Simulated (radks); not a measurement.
Charge is removed step by step from the 2s level of N, starting from [He] 2s2 2p3. All-electron calculation, non-relativistic Kohn-Sham, BLYP, spin-unpolarised, spherical densities, point nucleus. Program: a radial shooting solver on a logarithmic mesh with Libxc functionals.

removed (e),E - E(0) (eV),eigenvalue (eV),E minus straight line (eV)
0,0.000,-18.422,0.000
0.125,2.402,-20.023,-0.748
0.25,5.008,-21.672,-1.293
0.375,7.822,-23.365,-1.629
0.5,10.851,-25.099,-1.751
0.625,14.098,-26.872,-1.653
0.75,17.570,-28.681,-1.332
0.875,21.270,-30.525,-0.782
1,25.203,-32.403,0.000

Removing the whole electron costs 25.203 eV by Delta-SCF, against 18.422 eV from minus the eigenvalue at the starting occupation. Slater's transition state (half an electron removed) gives 25.099 eV. Integrating minus the eigenvalue over the occupation (Janak's theorem) gives 25.203 eV. The mean slope of the eigenvalue, de/dn, is 14.0 eV per electron.
